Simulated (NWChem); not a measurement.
System meant: NH$_{2}$SeF; SMILES N[Se]F

The following NWChem deck was run.

```
start job
memory heap 200 mb stack 900 mb global 1100 mb
geometry units angstroms noautoz
  Se     0.377387     0.016423     0.000000
  F     -0.539606    -1.522035     0.000000
  N     -0.887701     1.249342     0.000000
  H     -1.427414     1.380968     0.850310
  H     -1.427414     1.380968    -0.850310
end
basis spherical
  Se library def2-svp
  F library def2-svp
  N library def2-svp
  H library def2-svp
end
dft
  odft
  mult 2
  xc xpbe96 cpbe96
  iterations 150
  mulliken
end
task dft energy
```

End of the output:

```
 Summary of "ao basis" -> "" (spherical)
 ------------------------------------------------------------------------------
       Tag                 Description            Shells   Functions and Types
 ---------------- ------------------------------  ------  ---------------------
 Se                         def2-svp                12       32   5s4p3d
 F                          def2-svp                 6       14   3s2p1d
 N                          def2-svp                 6       14   3s2p1d
 H                          def2-svp                 3        5   2s1p

  pbe96 is a nonlocal functional; adding pw91lda local functional.

                                 NWChem DFT Module
                                 -----------------

 Summary of "ao basis" -> "ao basis" (spherical)
 ------------------------------------------------------------------------------
       Tag                 Description            Shells   Functions and Types
 ---------------- ------------------------------  ------  ---------------------
 Se                         def2-svp                12       32   5s4p3d
 F                          def2-svp                 6       14   3s2p1d
 N                          def2-svp                 6       14   3s2p1d
 H                          def2-svp                 3        5   2s1p

      Symmetry analysis of basis
      --------------------------

        a'         47
        a"         23

  number of electrons :                   52
  multiplicity        :                    2
 ------------------------------------------------------------------------
  no. of electrons and multiplicity not compatible                  52
 ------------------------------------------------------------------------
 ------------------------------------------------------------------------
  current input line :
    23: task dft energy
 ------------------------------------------------------------------------
 ------------------------------------------------------------------------
 There is an error in the input file
 ------------------------------------------------------------------------
 For more information see the NWChem manual at https://nwchemgit.github.io

0: no. of electrons and multiplicity not compatible:Received an Error in Communication
```

Find the fault in this run and fix the input.

The input was rejected before any calculation. Cause: the multiplicity doesn't fit the number of electrons (an even count wants an odd multiplicity, and the reverse). This input runs:
```
start job
memory heap 200 mb stack 900 mb global 1100 mb
geometry units angstroms noautoz
  Se     0.377387     0.016423     0.000000
  F     -0.539606    -1.522035     0.000000
  N     -0.887701     1.249342     0.000000
  H     -1.427414     1.380968     0.850310
  H     -1.427414     1.380968    -0.850310
end
basis spherical
  * library def2-svp
end
dft
  xc xpbe96 cpbe96
  iterations 150
  mulliken
end
task dft energy
```
It converges to -2556.39209 Ha (PBE/def2-SVP).
